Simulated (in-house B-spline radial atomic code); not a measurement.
As: [Ar] 3d10 4s2 4p3

All numbers are computed (non-relativistic CAM-B3LYP, spin-polarised, spherical fractional occupations, exact exchange averaged over the configuration; point nucleus) with a B-spline radial code for spherical atoms, not measured.

Effective charges: Z_r = [3n² - l(l+1)]/(2<r>) from the radius, Z_e = n√(-2ε) from the energy, and Slater's rules. Values are occupation-weighted means over spin.

```tsv
shell	electrons	ε (eV)	<r> (bohr)	Z_r	Z_e	Slater
1s	2	-11588	0.04638	32.34	29.18	32.70
2s	2	-1465.6	0.2066	29.04	20.76	28.85
2p	6	-1310.1	0.1788	27.97	19.63	28.85
3s	2	-192.41	0.6087	22.18	11.28	21.75
3p	6	-139.56	0.6218	20.10	9.61	21.75
3d	10	-46.762	0.6739	15.58	5.56	11.85
4s	2	-16.817	1.99	12.06	4.45	6.30
4p	3	-8.2675	2.498	9.21	3.12	6.30
```

The least bound orbital is 4p up at -8.268 eV, and it is also the most diffuse (<r> = 2.498 bohr).
